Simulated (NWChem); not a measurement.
System: SnClF, singlet; SMILES [F][Sn][Cl]

Results from NWChem. Low-valent species are run as closed-shell singlets; no triplet was tried in these runs. def2 effective core potentials on Sn; no spin-orbit coupling. Each level has its own optimisation; frequencies are unscaled.

```json
[
 {"level": "Hartree-Fock/3-21G (all-electron, non-relativistic)", "r F–Sn (Å)": "1.892", "r Cl–Sn (Å)": "2.470", "highest harmonic frequency (cm⁻¹)": "726", "lowest (cm⁻¹)": "168", "zero-point energy (kcal/mol)": "1.8"},
 {"level": "B3LYP/3-21G (all-electron, non-relativistic)", "r F–Sn (Å)": "[?]", "r Cl–Sn (Å)": "2.482", "highest harmonic frequency (cm⁻¹)": "[?]", "lowest (cm⁻¹)": "148", "zero-point energy (kcal/mol)": "1.6"},
 {"level": "PBE/def2-SVP (core potentials)", "r F–Sn (Å)": "1.977", "r Cl–Sn (Å)": "2.410", "highest harmonic frequency (cm⁻¹)": "585", "lowest (cm⁻¹)": "148", "zero-point energy (kcal/mol)": "1.5"},
 {"level": "PBE0/def2-SVP (core potentials)", "r F–Sn (Å)": "1.953", "r Cl–Sn (Å)": "2.386", "highest harmonic frequency (cm⁻¹)": "617", "lowest (cm⁻¹)": "157", "zero-point energy (kcal/mol)": "1.6"}
]
```

Task: Some entries are withheld; supply them.

Result: 
- B3LYP/3-21G (all-electron, non-relativistic), r F–Sn (Å): 1.926
- B3LYP/3-21G (all-electron, non-relativistic), highest harmonic frequency (cm⁻¹): 654
